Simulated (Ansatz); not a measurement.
Geometry optimisation, Ansatz, RKS PBE-D4/STO-3G.

Input:

```yaml
crystal:
  periodic: [false, false, false]
  atoms:
    - { symbol: Si, position_ang: [0.0, 0.0, 0.0] }
    - { symbol: "N", position_ang: [0.0, 0.0, 1.82] }
    - { symbol: C, position_ang: [-1.2162, -0.3762, 2.555] }
    - { symbol: H, position_ang: [-1.8642, -0.9999, 1.9045] }
    - { symbol: H, position_ang: [-0.9378, -0.9533, 3.4614] }
    - { symbol: H, position_ang: [-1.7663, 0.5401, 2.8549] }
    - { symbol: C, position_ang: [1.2162, 0.3762, 2.555] }
    - { symbol: H, position_ang: [1.4641, -0.4163, 3.2916] }
    - { symbol: H, position_ang: [2.0585, 0.4943, 1.8418] }
    - { symbol: H, position_ang: [1.0457, 1.3351, 3.0874] }
    - { symbol: "N", position_ang: [1.7163, 0.0, -0.6061] }
    - { symbol: H, position_ang: [2.2145, -0.918, -0.7868] }
    - { symbol: H, position_ang: [2.2175, 0.918, -0.7783] }
    - { symbol: "N", position_ang: [-0.8572, 1.4851, -0.6061] }
    - { symbol: H, position_ang: [-1.8773, 1.43, -0.8888] }
    - { symbol: H, position_ang: [-0.3367, 2.4058, -0.6766] }
    - { symbol: "N", position_ang: [-0.8572, -1.4851, -0.6061] }
    - { symbol: H, position_ang: [-1.3922, -2.1014, 0.0704] }
    - { symbol: H, position_ang: [-0.8219, -1.7344, -1.6357] }
basis:
  gaussian: { orbitals: STO-3G }
hamiltonian:
  xc: pbe
  dispersion: d4
relax:
  f_tol: 0.02
  max_steps: 40
```

Launched with:

```bash
$ ansatz run input.yaml --threads 1 --pin off --max-ram 2048MiB --backend cpu --events-out ev --progress --plain --runs-dir out
```

Q: Where does it end, and by what steps?

A: It converged. Limits of this set-up: minimal basis. After 15 steps the energy has fallen by 1.383 eV; H13 moved furthest, 1.09 Å.

```tsv
step	energy less start (eV)	largest force component (eV/Å)	accepted
0	0.0000	3.068	yes
1	-0.7192	1.047	yes
2	-0.9031	0.452	yes
3	-1.0272	0.903	yes
4	-1.1199	1.682	yes
5	-1.2304	0.994	yes
6	-1.3023	0.492	yes
7	-1.3532	0.286	yes
8	-1.3676	0.318	yes
9	-1.3754	0.122	yes
10	-1.3766	0.110	yes
11	-1.3809	0.061	yes
12	-1.3822	0.035	yes
13	-1.3829	0.039	yes
14	-1.3830	0.040	yes
15	-1.3830	0.009	yes
```

```xyz
19
Properties=species:S:1:pos:R:3
Si 0.031 -0.031 0.012
N 0.124 -0.307 1.755
C -1.158 -0.516 2.490
H -1.862 -1.049 1.817
H -0.990 -1.136 3.399
H -1.642 0.436 2.826
C 1.093 0.519 2.534
H 1.425 -0.025 3.447
H 1.978 0.715 1.892
H 0.675 1.502 2.870
N 1.757 0.042 -0.447
H 2.208 -0.906 -0.300
H 1.829 0.188 -1.495
N -0.628 1.443 -0.755
H -1.617 1.595 -0.401
H -0.109 2.286 -0.371
N -1.134 -1.284 -0.503
H -0.714 -2.246 -0.359
H -1.259 -1.226 -1.554
```

Time of the run: 82 s on 1 thread of Arm Neoverse V2, on a shared host, peak memory 0.14 GiB.
